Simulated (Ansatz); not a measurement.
Isolated molecules relaxed with PBE0-D4/def2-TZVP in Ansatz; ΔE leaves out vibrations. CCSD(T)/CBS adds triple-zeta CCSD(T) − MP2 to the extrapolated MP2 energy (def2 sets, frozen cores). This one scheme is used for every species. DFT in def2-TZVPP. B3LYP here is the variant with VWN-RPA as its local correlation; programs differ in this. HSE06 is defined as in plane-wave codes. Each species was taken in one conformer, which may not be the lowest.

Reaction (formal hydrolysis of the Al–O bond): `[F][Al]([F])[O][SiH3]` + H₂O → `[OH][Al]([F])[F]` + silanol

`[F][Al]([F])[O][SiH3]`:

Cartesian coordinates in Å:
```
F 2.245 -1.923 0.639
Al 0.941 -1.075 1.138
F 0.495 -1.212 2.704
O 0.098 -0.109 0.089
Si -0.750 0.858 -0.912
H 0.165 1.470 -1.909
H -1.412 1.934 -0.131
H -1.782 0.056 -1.617
```

H₂O:

Z-matrix (Å, degrees):
```
O
H 1 0.960
H 1 0.960 2 105.1
```

`[OH][Al]([F])[F]`:

```xyz
5

O    -0.065   -0.238   -1.217
Al    0.217    0.023    0.413
F     1.700   -0.286    1.020
F    -0.945    0.580    1.425
H    -0.907   -0.079   -1.641
```

`O[SiH3]`:

```xyz
6

O     0.231   -1.091    0.631
Si   -0.230    0.287   -0.145
H     1.164   -1.306    0.645
H     0.395    1.495    0.462
H    -1.702    0.359   -0.007
H     0.142    0.256   -1.587
```

```csv
level,ΔE (kJ/mol),difference from CCSD(T)/CBS
PBE-QIDH,22.5,-2.7
PBE0,18.9,-6.3
B3LYP,19.2,-6.0
r2SCANh,20.2,-5.0
HSE06,18.8,-6.4
LC-ωPBE,19.7,-5.5
HF/def2-SVP,35.8,10.6
MP2/def2-SVP,26.7,1.5
CCSD/def2-TZVPP,24.8,-0.4
CCSD/CBS(def2),26.4,1.2
CCSD(T)/CBS,25.2,0
```

Largest T1 diagnostic among the species: 0.013.

From BLYP to BHLYP (50 % exact exchange), in def2-TZVPP and without D4, ΔE moves by +8.0 kJ/mol. In def2-TZVPP, CCSD(T) changes the Hartree–Fock value by −4.9 kJ/mol (the triples alone add −1.1 kJ/mol) and MP2 by −5.7 kJ/mol. Leaving LDA and LC-ωPBE aside and taking each functional with its dispersion term where it has one, the values, not all of them listed here, spread over 11.4 kJ/mol, from PBE-D4 to BHLYP-D4.
